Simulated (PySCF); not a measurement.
Compound: 2-chloro-3-fluoropyridine, C5H3ClFN.
Bonds: F1–C2, C2–C3 (aromatic), C3–C4 (aromatic), C4–C5 (aromatic), C5–N6 (aromatic), N6–C7 (aromatic), C7–Cl8, C2–C7 (aromatic). Hydrogens: H9 on C3; H10 on C4; H11 on C5.

Level of theory: core-valence-separated Tamm–Dancoff BHandHLYP/aug-pcX-1 (pcseg-1 on H, def2-SVPD on Cl) in PySCF, non-relativistic, gas phase, PBE0-D3(BJ)/def2-SVP geometry.

Computed fluorine K-edge spectrum, Gaussian lines of 0.3 eV full width, highest printed point 100; it ends one width below the last computed root. BHandHLYP without relativity tends to put these K edges a few eV too low, so spacings mean more than positions.

(photon energy (eV), absorption): (685.7, 0), (685.8, 2), (685.9, 10), (686.0, 25), (686.1, 34), (686.2, 28), (686.3, 32), (686.4, 67), (686.5, 100), (686.6, 83), (686.7, 39), (686.8, 12), (686.9, 3), (687.0, 1), (687.1, 0), (687.2, 0), (687.3, 0), (687.4, 0), (687.5, 1), (687.6, 6), (687.7, 19), (687.8, 31), (687.9, 27), (688.0, 13), (688.1, 3), (688.2, 0), (688.3, 0), (688.4, 0), (688.5, 0), (688.6, 3), (688.7, 12), (688.8, 25), (688.9, 29), (689.0, 24)

Q: Where are the maxima, and which lines make them up?

A: 4 maxima:
- 686.1 eV: F1 (aryl fluorine), 686.10 eV, f = 0.009, 99 % of the height at the exact maximum
- 686.5 eV: F1 (aryl fluorine), 686.52 eV, f = 0.027, 100 % of the height at the exact maximum
- 687.8 eV: F1 (aryl fluorine), 687.83 eV, f = 0.009, 100 % of the height at the exact maximum
- 688.9 eV: F1 (aryl fluorine), 688.86 eV, f = 0.007, 88 % of the height at the exact maximum

Roots within 0.03 eV on the same or equivalent atoms count as one line; shares under 12 % aren't listed.

Vibrational structure and lifetime widths aren't in the curve. The ionisation threshold wasn't computed; near and above it a finite basis only mimics Rydberg series and continuum.

On one thread, Arm Neoverse V1 (aarch64), shared host, this took 30 s and 1.0 GiB of memory at its peak.
